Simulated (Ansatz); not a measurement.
`B[NH][Al]([CH3])[CH3]` and `[BH2][Al]([CH3])[CH3]` differ in one atom or group.

Ansatz, PBE0-D4/def2-TZVP geometries, multiplicity 1. Each molecule was computed in one conformer, which needn't be the lowest.

| property | `B[NH][Al]([CH3])[CH3]` |
| --- | --- |
| HOMO energy (PBE/def2-TZVPP) / eV | -6.58 |
| HOMO energy (PBE0/def2-TZVPP) / eV | -7.85 |
| LUMO energy (B3LYP/def2-TZVPP) / eV | -0.72 |
| HOMO–LUMO gap (B3LYP/def2-TZVPP) / eV | 6.90 |
| size of the dipole moment (ωB97M-V/def2-TZVPP) / D | 1.83 |
| HOMO–LUMO gap (ωB97M-V/def2-TZVPP) / eV | 11.25 |

Q: What does the change do to each property? (Estimate.)

A: Ansatz gave: 
```
                                          property  `[BH2][Al]([CH3])[CH3]`  shift
                 HOMO energy (PBE/def2-TZVPP) / eV                    -5.81   0.77
                HOMO energy (PBE0/def2-TZVPP) / eV                    -6.98   0.87
               LUMO energy (B3LYP/def2-TZVPP) / eV                    -2.26  -1.54
             HOMO–LUMO gap (B3LYP/def2-TZVPP) / eV                     4.53  -2.37
size of the dipole moment (ωB97M-V/def2-TZVPP) / D                     0.41  -1.42
           HOMO–LUMO gap (ωB97M-V/def2-TZVPP) / eV                     8.98  -2.27
```

With PBE0 the HOMO rises by 0.87 eV and the LUMO falls by 1.56 eV, so the gap narrows by about 2.43 eV. PBE moves the HOMO by 0.77 eV and ωB97M-V by 0.96 eV. Dipoles are sizes alone; their direction can turn.

B3LYP here is the variant with VWN-RPA as its local correlation; programs differ in this.
